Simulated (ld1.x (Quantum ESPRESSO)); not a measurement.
# Reading a pseudo-wave (C (Z = 6))

Columns: radius, all-electron u(r) and pseudo u(r) of the 2p shell (level -5.29 eV) of carbon in the configuration [He] 2s2 2p2; PBE, non-relativistic, PAW scheme, ld1.x (Quantum ESPRESSO) 7.5.

```csv
r (bohr),all-electron,pseudo
0.140,0.0830,0.0128
0.280,0.2325,0.0499
0.420,0.3781,0.1081
0.560,0.4974,0.1820
0.700,0.5874,0.2653
0.840,0.6504,0.3509
0.980,0.6887,0.4319
1.120,0.7064,0.5026
1.260,0.7078,0.5584
1.400,0.6972,0.5967
1.540,0.6778,0.6168
1.680,0.6523,0.6198
1.820,0.6229,0.6085
1.960,0.5911,0.5863
2.100,0.5581,0.5573
2.240,0.5249,0.5249
2.380,0.4920,0.4920
2.520,0.4599,0.4599
2.660,0.4290,0.4290
2.800,0.3995,0.3995
2.940,0.3714,0.3714
3.080,0.3449,0.3449
3.220,0.3200,0.3200
3.360,0.2966,0.2966
3.500,0.2747,0.2747
3.640,0.2542,0.2542
```

**Question.** How many radial nodes do the two functions have?

**Answer.** The all-electron 2p function has n − l − 1 = 0; the pseudo-wave has 0.

**Question.** At about which radius was the pseudo-wave matched?

**Answer.** 2.45 bohr. The columns agree to 0.0005 from 2.24 bohr on; several derivatives are matched, so the curves merge somewhat inside the radius.

**Question.** Where does each function peak?

**Answer.** Outermost all-electron maximum near 1.26 bohr, pseudo maximum near 1.68 bohr (to the table’s step).

**Question.** Is the pseudo-wave norm-conserving?

**Answer.** No, it belongs to a PAW set: the norm inside the radius is not constrained, and the difference is carried by the augmentation charge.
